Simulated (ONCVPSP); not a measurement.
## Before and after: ONCV potential for cobalt

ONCVPSP 4.0.1 input, shortened (lines: element, Z, core and valence counts, functional; n l f; lmax; l rc ep ncon nbas qcut; lloc lpopt rc5 dvloc0; l nproj debl; icmod fcfact rcfact), PBE, scalar-relativistic:

```
  Co 27.00    3    5        4      upf
    1    0    2.00
    2    0    2.00
    2    1    6.00
    3    0    2.00
    3    1    6.00
    3    2    7.00
    4    0    1.50
    4    1    0.50
    2
    0    1.10    0.00    4    7    9.30
    1    1.70    0.00    3    7    9.50
    2    1.55    0.00    4    9   12.10
    4    2    0.75    6.00
    0    2    0.30
    1    2    3.00
    2    2    1.80
    3    3.50    1.20
```

Change: s: qcut 11.6.

Cutoffs: the cutoffs (Ha) at which the residual kinetic energy of the hardest occupied pseudo-wave falls to 1 and 0.1 mHa per electron; they do not see the model core or the augmentation charge, which bear on the density cutoff. Errors are all-electron minus pseudo energies relative to the spin-unpolarised reference configuration.

Task: Predict the effect on cutoff, ghosts and configuration errors.

Result: The potential gets neither clearly harder nor softer (50 Ha and 61 Ha → 50 Ha and 56 Ha); the d channel sets the loose cutoff, while the largest relative change is in s, which becomes harder; of the 3 tests that both files solve, the error grows in 1 and shrinks in 0 by more than 15 % and 0.3 meV (median size 0.2 → 0.2 meV); neither file shows a bound ghost.

| quantity | base | changed |
| --- | --- | --- |
| cutoff, loose | 50 Ha | 50 Ha |
| cutoff, tight | 61 Ha | 56 Ha |
| loose cutoff by channel | s 38 Ha, p 29 Ha, d 50 Ha | s 48 Ha, p 29 Ha, d 50 Ha |
| bound ghosts | none | none |
| GHOST(+) flags under 300 eV | none | none |
| tests with a reliable result | 3 of 4 | 3 of 4 |
| error for 3s2 3p6 3d7 4s2 4p0, meV [ΔE -2.14 eV] | +0.2 | +0.2 |
| error for 3s2 3p6 3d7 4s1 4p0, meV [ΔE 6.90 eV] | 0.0 | 0.0 |
| error for 3s2 3p6 3d7 4s0 4p0, meV [ΔE 23.68 eV] | +2.2 | +2.6 |
| s: phases at 1.12 bohr within 0.05 rad from the reference energy up to (Ha; the scan ends near 5) | to the end of the scan | to the end of the scan |
| p: phases at 1.73 bohr within 0.05 rad from the reference energy up to (Ha; the scan ends near 5) | to the end of the scan | to the end of the scan |
| d: phases at 1.57 bohr within 0.05 rad from the reference energy up to (Ha; the scan ends near 5) | to the end of the scan | to the end of the scan |
| rms error of d²Exc/dni dnj with the model core, mHa | 0.73 | 0.71 |
